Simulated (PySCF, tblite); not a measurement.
Compound: C5H9OP.
Cartesian coordinates in Å at the GFN2-xTB level; atoms count from 1:
```
atom  x, y, z in Å
C1     3.0398    0.1510   -0.4576
C2     1.8589   -0.4371   -0.5614
P3     0.3759    0.5218   -0.2421
O4     0.5018    1.9414    0.1109
C5    -1.0425   -0.1145   -1.1811
C6    -1.0130   -0.5155    0.3237
C7    -2.0387    0.1220    1.2222
H8     3.9671   -0.3696   -0.6333
H9     3.0991    1.1937   -0.1877
H10    1.7252   -1.4745   -0.8262
H11   -0.9486   -0.9168   -1.8984
H12   -1.7971    0.6141   -1.4478
H13   -0.8519   -1.5722    0.5009
H14   -3.0445   -0.2079    0.9613
H15   -1.8508   -0.1321    2.2640
H16   -1.9883    1.2051    1.1185
```

Method used: B3LYP/def2-SVPD in PySCF (dipole) on a GFN2-xTB geometry, gas phase.

Masses are those of the commonest isotopes; rigid-rotor values at the optimised geometry. The values belong to one conformer with, in the numbering `[CH2:1]=[CH:2][P@@:3]1(=[O:4])[CH2:5][C@@H:6]1[CH3:7]`, C1–C2–P3–O4 1°.

(1) What are A, B and C (cm⁻¹)?

(2) Classify the top.

(3) Is it planar, by Δ = Ic − Ia − Ib?

(4) Give the other two planar moments, Paa and Pbb, and the rms extents of the mass along the axes.

(5) Where do the levels up to J = 5 lie, in cm⁻¹?

(6) Which types of transition are allowed, and where do some lines up to J = 2 fall?

(7) Estimate the classical rotational partition function at 25 K, 50 K and 100 K.

Answers

(1) Ia = 115.55, Ib = 332.71, Ic = 370.44 u·Å²; 505379 MHz·u·Å²/I gives 4374, 1519 and 1364 MHz, that is A = 0.14589, B = 0.05067, C = 0.04551 cm⁻¹.

(2) An asymmetric top. Ray's parameter κ = (2B − A − C)/(A − C) = -0.897; −1 is the prolate and +1 the oblate limit.

(3) Not planar: Δ = Ic − Ia − Ib = -77.81 u·Å². For a rigid frame Δ = −2 Σ m c², so Σ m c² = 38.91 u·Å² lies off the ab plane: 10.56 from hydrogen and 28.35 from heavier atoms. The atom farthest from that plane is 1.83 Å away.

(4) Paa = Σ m a² = (Ib + Ic − Ia)/2 = 293.80 and Pbb = Σ m b² = (Ia + Ic − Ib)/2 = 76.64 u·Å². With the mass M = 116.04 u, the rms extents √(P/M) along a, b and c are 1.59, 0.81, 0.58 Å.

(5) Above 0(0,0):
J = 1: 1(0,1) 0.0962, 1(1,1) 0.1914, 1(1,0) 0.1966
J = 2: 2(0,2) 0.2883, 2(1,2) 0.3786, 2(1,1) 0.3941, 2(2,1) 0.6797, 2(2,0) 0.6799
J = 3: 3(0,3) 0.5760, 3(1,3) 0.6592, 3(1,2) 0.6902, 3(2,2) 0.9683, 3(2,1) 0.9693, 3(3,1) 1.4574, 3(3,0) 1.4574
J = 4: 4(0,4) 0.9587, 4(1,4) 1.0332, 4(1,3) 1.0848, 4(2,3) 1.3528, 4(2,2) 1.3558, 4(3,2) 1.8425, 4(3,1) 1.8425, 4(4,1) 2.5268, 4(4,0) 2.5268
J = 5: 5(0,5) 1.4356, 5(1,5) 1.5004, 5(1,4) 1.5776, 5(2,4) 1.8332, 5(2,3) 1.8403, 5(3,3) 2.3240, 5(3,2) 2.3242, 5(4,2) 3.0081, 5(4,1) 3.0081, 5(5,1) 3.8879, 5(5,0) 3.8879

(6) The dipole components are |μa| = 0.08 D, |μb| = 3.86 D, |μc| = 0.63 D. Intensities carry the squares of the components, which stand as 0.00 : 1.00 : 0.03 (a : b : c). Some lines, for components of 0.1 D or more:

```tsv
type	branch	J(Ka,Kc)	MHz	lower level (cm⁻¹)
c	Q	2(1,2) ← 2(0,2)	2706	0.288
c	Q	1(1,1) ← 1(0,1)	2855	0.096
b	R	2(0,2) ← 1(1,1)	2906	0.191
b	Q	1(1,0) ← 1(0,1)	3009	0.096
b	R	1(1,1) ← 0(0,0)	5738	0.000
c	Q	2(2,1) ← 2(1,1)	8564	0.394
c	R	2(1,1) ← 1(0,1)	8931	0.096
b	R	2(2,1) ← 1(1,0)	14485	0.197
c	R	2(2,0) ← 1(1,0)	14492	0.197
c	R	2(2,1) ← 1(1,1)	14640	0.191
b	R	2(2,0) ← 1(1,1)	14646	0.191
```

(7) Point group C1, symmetry number σ = 1; q = (√π/σ)·√((kT/h)³/(ABC)), k/h = 20836.6 MHz/K: 7000 at 25 K, 19800 at 50 K, 56000 at 100 K.

Its GFN2-xTB frequencies are all real (lowest 81 cm⁻¹). Constants of a rigid frame at the computed geometry: no zero-point averaging, no centrifugal distortion. A rigid rotor knows nothing of internal rotation, which can split or shift real lines.
